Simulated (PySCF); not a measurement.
SiBr₄, SMILES Br[Si](Br)(Br)Br.

Geometry optimised at ωB97X-D3(BJ)/def2-SVP. The isomer is the one that the SMILES or the coordinates give; other isomers of the formula were not compared.

Calculation: TDA-B3LYP/def2-SVPD run with PySCF.

Vertical excitations; the highest root listed may be one member of a degenerate set.  State labels are in the subgroup Cs.

```tsv
state	symmetry	energy (eV)	λ (nm)	f	main pairs
S1	A'	5.42	229	0.000	HOMO−2→LUMO (degenerate set)
S2	A"	5.42	229	0.000	HOMO−1→LUMO, HOMO→LUMO (degenerate set)
S3	A"	5.42	229	0.000	HOMO→LUMO, HOMO−1→LUMO (degenerate set)
S4	A'	6.27	198	0.046	HOMO−3→LUMO (degenerate set)
S5	A'	6.27	198	0.046	HOMO−5→LUMO (degenerate set)
S6	A"	6.27	198	0.046	HOMO−4→LUMO (degenerate set)
S7	A"	6.43	193	0.000	HOMO−6→LUMO (degenerate set)
S8	A'	6.43	193	0.000	HOMO−7→LUMO (degenerate set)
S9	A"	6.92	179	0.000	HOMO−2→LUMO+3 33 %, HOMO−1→LUMO+1 31 %, HOMO→LUMO+2 31 %
S10	A"	6.99	177	0.000	HOMO−2→LUMO+3 48 %, HOMO−1→LUMO+1 19 %, HOMO→LUMO+1 19 %, HOMO−1→LUMO+2 7 %
T1	A"	5.10	243	0	HOMO→LUMO (degenerate set)
T2	A"	5.10	243	0	HOMO−1→LUMO (degenerate set)
T3	A'	5.10	243	0	HOMO−2→LUMO (degenerate set)
T4	A'	5.76	215	0	HOMO−3→LUMO 92 %
```
Triplets are in the Tamm–Dancoff approximation.
